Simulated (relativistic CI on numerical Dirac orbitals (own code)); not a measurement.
Calculated at this level of theory: Dirac-Coulomb-Breit CI, separate exchange-only KLI orbitals for each configuration, model QED, unscaled Slater integrals (own radial code, finite nucleus).

CI space (outside the closed core [Ne]): 3s²3p⁶, 3s²3p⁵3d, 3s3p⁶3d, 3s²3p⁵4s, 3s²3p⁵4p, 3s²3p⁵4d, 3s3p⁶4s, 3s²3p⁵4f, 3p⁶3d4p, 3s3p⁶4p, 3s3p⁶4d, 3s3p⁶4f, 3s²3p⁵5s, 3s²3p⁵5p, 3s²3p⁵5d, 3s²3p⁵5f, 3s²3p⁵5g, 3s3p⁶5s, 3s3p⁶5p, 3s3p⁶5d, 3s²3p⁵6s, 3p⁶3d², 3p⁵3d³, 3p⁵3d²4s, 3p⁵3d²4p, 3p⁵3d²4d, 3p⁶3d4s, 3p⁵3d4s², 3p⁵3d4s4p, 3p⁵3d4s4d, 3p⁶4s², 3p⁵4s²4p, 3p⁵4s²4d. Double excitations out of closed p, d and f shells are left out; levels of such configurations are missing from the list, as are those of other unlisted configurations, and high levels can miss mixing partners. These lack a partner that the ground configuration has and come out too high: 3s²3p⁵4f, 3s²3p⁵5s, 3s²3p⁵5p, 3s²3p⁵5d, 3s²3p⁵5f.

At this charge energies of transitions that change n are usually good to better than 1 %, and those within a shell (Δn = 0) to a few per cent.

Outline of the computed level scheme of Hg LXIII. Lowest level of each configuration: 3s²3p⁶ ¹S0 at 0.00 eV; 3s²3p⁵3d ³P°0 at 262.68 eV; 3s3p⁶3d ³D1 at 1028.13 eV; 3p⁶3d² ³F2 at 2075.23 eV; 3p⁵3d³ ³D°2 at 2341.04 eV.

Some strong electric-dipole decays among the lowest 45 levels: 3s²3p⁵3d ³D°1 → 3s²3p⁶ ¹S0 (7.0e+12 s⁻¹); 3s3p⁶3d ³D2 → 3s²3p⁵3d ³F°3 (6.1e+12 s⁻¹); 3s3p⁶3d ³D3 → 3s²3p⁵3d ³F°4 (5.6e+12 s⁻¹); 3s3p⁶3d ³D1 → 3s²3p⁵3d ³D°2 (3.5e+12 s⁻¹); 3s3p⁶3d ³D1 → 3s²3p⁵3d ³P°1 (3.4e+12 s⁻¹); 3s3p⁶3d ¹D2 → 3s²3p⁵3d ¹D°2 (3.4e+12 s⁻¹); 3s3p⁶3d ³D3 → 3s²3p⁵3d ³D°3 (2.2e+12 s⁻¹); 3s3p⁶3d ³D2 → 3s²3p⁵3d ³D°2 (2.1e+12 s⁻¹).

LS names give the leading component of a level, which can be under half, so a name can repeat, a term be missing and a line seem to break the LS rules.
